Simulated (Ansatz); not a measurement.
Stepwise reaction of `C[CH](C)[Al]([Cl])[CH](C)C` with hydrogen, as a gas-phase model of exchange steps in deposition or etching. ΔE in kJ/mol.

Gas-phase electronic energies from Ansatz, PBE0-D4/def2-TZVP geometries. CBS: MP2 limit from def2 TZ/QZ plus the TZ coupled-cluster correction, frozen cores. This one scheme is used for every species. Functionals use def2-TZVPP. B3LYP here is the variant with VWN-RPA as its local correlation; programs differ in this. Each species was taken in one conformer, which may not be the lowest.

| step | reaction | PBE-D4 | B3LYP-D4 | ωB97M-V | CCSD(T)/CBS |
| --- | --- | --- | --- | --- | --- |
| 1 | `C[CH](C)[Al]([Cl])[CH](C)C` + H₂ → `C[CH](C)[AlH][Cl]` + `CCC` | -31.6 | -37.8 | -36.8 | -35.7 |

(1) Give the row of step 2, `C[CH](C)[AlH][Cl]` + H₂ → `[AlH2][Cl]` + `CCC`. (Estimate.)

(2) By hand: ΔE of the 2 steps together at CCSD(T)/CBS.

## Answers

(1) Computed: 
```csv
step,reaction,PBE-D4,B3LYP-D4,ωB97M-V,CCSD(T)/CBS
2,`C[CH](C)[AlH][Cl]` + H₂ → `[AlH2][Cl]` + `CCC`,-30.5,-37.8,-36.6,-36.3
```

(2) (-35.7) + (-36.3) = -72.0 kJ/mol, or -36.0 kJ/mol a step.

In ΔE the steps differ by no more than 0.6 kJ/mol. All are downhill at CCSD(T)/CBS. PBE-D4 differs from CCSD(T)/CBS by 4.1 to 5.8 kJ/mol a step. Isolated molecules leave out the surface, adducts and barriers. Largest T1 diagnostic: 0.009.
